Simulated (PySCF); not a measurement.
F2H4N2Si, SMILES N[Si](N)(F)F.

Geometry optimised at PBE0-D3(BJ)/def2-SVP. One conformer was computed; it need not be the lowest.

The numbers are results of IEF-PCM-ωB97X/def2-SVP run with PySCF, not measurements.

The values are the electrostatic part of the solvation free energy, E(continuum) − E(gas) at the gas-phase geometry, in a cavity of scaled van der Waals radii (PySCF's table); cavitation and dispersion terms are not included. In vacuum the orbital gap is 13.93 eV. The dipole moment in vacuum is 2.70 D.

Computed values in water (ε = 78.36), 2-propanol (ε = 19.26), n-hexane (ε = 1.88):
| solvent | ε | ΔG(elec) (kcal/mol) | dipole (D) | gap (eV) |
|---|---|---|---|---|
| water | 78.36 | -7.4 | 3.13 | 14.06 |
| 2-propanol | 19.26 | -6.9 | 3.10 | 14.05 |
| n-hexane | 1.88 | -2.8 | 2.87 | 13.98 |
